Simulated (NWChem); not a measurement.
# C3H2BrF; SMILES C=C=C(F)Br

This build's default masses of Se (78.918 u) and Br (79.917 u) are each other's, which moves their modes by up to 0.6 %.

**Question.** Give the equilibrium geometry at PBE0/def2-SVP (NWChem) as a list of bonds and angles, with the point group.

**Answer.** point group Cs; any orientation.
Bond lengths (Å): C1–C2 1.308, C1–H6 1.097, C1–H7 1.097, C2–C3 1.306, C3–F4 1.324, C3–Br5 1.879. Bond angles (°): C2–C1–H6 121.4, C2–C1–H7 121.4, H6–C1–H7 117.2, C1–C2–C3 178.9, C2–C3–F4 124.1, C2–C3–Br5 123.0, F4–C3–Br5 112.9.
